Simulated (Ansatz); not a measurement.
`CBI` + NH₃ → `CBN` + HI at 400 K and 1 bar (ligand exchange at a B–I bond).

Calculated with Ansatz (gas phase, PBE0-D4/def2-TZVP geometries, no zero-point term in ΔE). CCSD(T)/CBS is the MP2 limit (def2-TZVPP, def2-QZVPP) plus CCSD(T) − MP2 in def2-TZVPP, frozen cores. This one scheme is used for every species. def2 core potentials past Kr. For I outer-core shells are correlated without core-valence functions, which leaves a few kJ/mol of doubt a bond. One conformer a species, not always the lowest.

| species | CCSD(T)/CBS energy (Eh) | H − E (kJ/mol) | S (J/(mol·K)) |
| --- | --- | --- | --- |
| `CBI` | -362.71826 | 150.4 | 329.0 |
| NH₃ | -56.50880 | 104.2 | 203.1 |
| `CBN` | -121.21267 | 224.0 | 296.9 |
| HI | -298.03592 | 25.7 | 215.0 |

H − E and S are ideal-gas, rigid-rotor, harmonic terms from PBE0-D4/def2-TZVP, for one conformer and one mirror image of each species. 1 Eh = 2625.50 kJ/mol, R = 8.31446 J/(mol·K).

By hand: ΔE, ΔH, ΔS and ΔG.

ΔE = (-121.21267) + (-298.03592) − (-362.71826) − (-56.50880) = -0.02153 Eh = -56.5 kJ/mol. Δ(H − E) = 224.0 + 25.7 − 150.4 − 104.2 = -4.9, so ΔH = -61.4 kJ/mol. ΔS = 296.9 + 215.0 − 329.0 − 203.1 = -20.2 J/(mol·K). ΔG = -61.4 − 400 × (-20.2)/1000 = -53.3 kJ/mol.

By hand: the equilibrium constant, and the temperature at which ΔG would vanish if ΔH and ΔS stayed fixed.

log₁₀ K = −ΔG/(RT ln 10) = 7.0. ΔG = 0 at ΔH/ΔS = 3040 K, far beyond where these terms or the molecules hold.

ΔH outweighs TΔS. A doubt of 5 kJ/mol in ΔE shifts log₁₀ K by 0.7 here. Other conformers and mirror images would add mixing entropy, several J/(mol·K) or more a flexible species. Modes under 60 cm⁻¹, often nearly free rotors, make the harmonic entropy too high. These are equilibria of isolated gas molecules and say nothing of rates. Largest T1 diagnostic: 0.011 (customary marks: 0.02 for closed shells, 0.045 for open ones).
